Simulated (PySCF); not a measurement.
CH₈O₃Si₂, SMILES O[C@@H]([SiH](O)O)[SiH3].

The structure is a stationary point at r2SCAN-D4/def2-SVP. The structure was generated by enumeration; whether it is a known compound was not checked. The values are those of a single conformer.

Two levels are set side by side: PBE/def2-TZVP (PySCF) and B3LYP/def2-TZVP (PySCF). Same geometry, gas phase. Differences are taken from unrounded values.

```tsv
quantity	B3LYP
orbital gap (eV)	7.19
highest occupied level (eV)	-7.39
lowest empty level (eV)	-0.20
dipole moment (D)	3.60
mean polarisability (bohr³)	74.1
```

### Question
What does PBE give, and how far is it from B3LYP? (The exact figures need the calculation; the answer reports its results.)

### Answer

| quantity | PBE | PBE minus B3LYP |
|---|---|---|
| orbital gap (eV) | 5.32 | -1.86 |
| highest occupied level (eV) | -6.07 | 1.32 |
| lowest empty level (eV) | -0.75 | -0.55 |
| dipole moment (D) | 3.48 | -0.12 |
| mean polarisability (bohr³) | 77.5 | 3.5 |

PBE's occupied levels lie high since its potential decays too fast outside the molecule; exact exchange lowers them and widens the gap. PBE's more diffuse valence density responds more strongly to a field. Differences between two approximate levels are no errors against the true value.

Rough cost on one machine, each run with all the roots and properties that it gave: B3LYP against PBE within a factor of 2.
